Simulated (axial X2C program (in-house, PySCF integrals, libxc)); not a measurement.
Bond lengths and stretching modes, held linear, of SnOH⁺

Computed with an axial X2C code built on PySCF integrals: two-component X2C with atomic mean-field Coulomb and Gaunt terms, Gaussian nuclei, basis Sn dyall-v3z, O dyall-av3z, H dyall-v3z with contracted cores. Spin-free rows use the one-electron spin-free X2C Hamiltonian.

Masses Sn 119.902, O 15.995, H 1.008 u. States: 2c Ω = 0 (all partner blocks equally filled); spin-free M_S = 0, Λ = 0 (closed shell).

LDA, spin-free: energies above the lowest point

```csv
r(Sn–O) (Å),r(O–H) (Å),E (meV)
1.8242,0.9370,67.78
1.8242,0.9610,34.28
1.8242,0.9850,31.22
1.8710,0.9370,36.54
1.8710,0.9610,3.04
1.8710,0.9850,0.00
1.8710,1.0091,22.93
1.9178,0.9370,72.43
1.9178,0.9610,38.85
1.9178,0.9850,35.76
1.9646,0.9610,127.07
1.9646,1.0091,146.67
```

**Question.** Fit a quadratic surface with cubic terms in each bond: where is the minimum, and what are the two stretching wavenumbers?

**Answer.** At LDA, spin-free: bonds 1.868 and 0.975 Å; harmonic stretches 752.4 and 3717.2 cm⁻¹; force constants 4.98, 7.7 and coupling -0.01 mdyn/Å.

The other levels and Hamiltonians give:

```tsv
Hamiltonian	level	r(Sn–O) (Å)	r(O–H) (Å)	lower stretch (cm⁻¹)	upper stretch (cm⁻¹)
2c	PBE0	1.870	0.960	761.7	3886.2
2c	HF	1.854	0.941	802.8	4131.8
2c	LDA	1.868	0.975	752.0	3717.2
2c	MP2	1.865	0.963	772.3	3853.0
spin-free	PBE0	1.870	0.960	761.9	3886.2
spin-free	HF	1.853	0.941	802.6	4131.7
spin-free	MP2	1.865	0.963	772.4	3852.7
```

Each state is one determinant, the lowest of a limited PBE0 search; the stretches come from a fit to these few points and carry an uncertainty of a few per cent. Other orders of the atoms were not compared. MP2 freezes inner shells (threshold -2 hartree). The molecule was held linear; bending was not examined, so a bent shape may lie lower.
